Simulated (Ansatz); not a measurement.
Coupled-cluster run, C3H3F5, SMILES `FC(F)C(F)C(F)F`.

```yaml
crystal:
  periodic: [false, false, false]
  atoms:
    - {symbol: F, position_ang: [-2.389933, -0.199795, -0.032263]}
    - {symbol: C, position_ang: [-1.134928, -0.433451, 0.397711]}
    - {symbol: F, position_ang: [-0.859990, -1.746887, 0.197450]}
    - {symbol: C, position_ang: [-0.159546, 0.394824, -0.419379]}
    - {symbol: F, position_ang: [-0.400133, 1.714656, -0.162338]}
    - {symbol: C, position_ang: [1.281966, 0.062615, -0.081070]}
    - {symbol: F, position_ang: [1.517144, 0.307213, 1.229503]}
    - {symbol: F, position_ang: [2.105528, 0.847263, -0.805119]}
    - {symbol: H, position_ang: [-1.081177, -0.215147, 1.467817]}
    - {symbol: H, position_ang: [-0.329689, 0.197502, -1.483363]}
    - {symbol: H, position_ang: [1.515959, -0.985795, -0.288350]}
basis:
  gaussian: {orbitals: def2-SVP}
correlation: {method: ccsd_t}
```

```sh
$ ansatz run in.yaml --threads 4 --pin off --events-out ev --progress --plain --max-ram 11315MiB
```

The program prints (abridged):

```
Functional definition: HF
1235 factors; integrals over basis functions are off by at most 1.4e-3 eV
mean field evaluation 1: about -16649.9827 eV, gradient 4.7e1 eV
mean field evaluation 2: about -16650.1706 eV, gradient 4.7e1 eV
mean field evaluation 4: about -16654.5889 eV, gradient 4.3e0 eV
mean field evaluation 8: about -16654.6472 eV, gradient 2.2e-1 eV
mean field -16654.64737082 eV, -612.0470019523 hartree, gradient 1.7e-6 eV, S^2 0.000000; 0 other end points of the search recorded, 0 dependent functions left out
8 core orbitals not correlated: weight in the atoms' cores, before any rotation towards them, 1.000 or more for the frozen orbitals, at most 0.000 for the correlated occupied ones
reference -16654.64737082 eV, -612.0470019523 hartree; 25, 25 occupied and 94, 94 virtual orbitals, 1235 factors
second order -35.67977422 eV of doubles, -0.00000000 eV of singles
cycle   1  -35.80527286 eV  change   -1.3e-1 eV  update   1.2e-1
cycle   2  -36.52663500 eV  change   -7.2e-1 eV  update   3.4e-2
cycle   3  -36.71537509 eV  change   -1.9e-1 eV  update   1.6e-2
cycle   4  -36.70672998 eV  change    8.6e-3 eV  update   3.0e-3
cycle   5  -36.70474605 eV  change    2.0e-3 eV  update   1.3e-3
cycle   6  -36.70557557 eV  change   -8.3e-4 eV  update   4.0e-4
cycle   7  -36.70539000 eV  change    1.9e-4 eV  update   1.4e-4
cycle   8  -36.70524158 eV  change    1.5e-4 eV  update   4.4e-5
cycle   9  -36.70524844 eV  change   -6.9e-6 eV  update   1.4e-5
perturbative correction -0.75743181 eV, -0.0278351057 hartree
Total energy: -16692.11005108 eV, -613.4237300586 hartree
```

It took 8.5 s on 4 threads of an AMD EPYC 9R45 on a shared host, with 1 GiB of host memory at the peak.

MP2 recovers 95.2 % of the CCSD(T) correlation energy and the triples give 2.0 %; T1 = 0.0112.
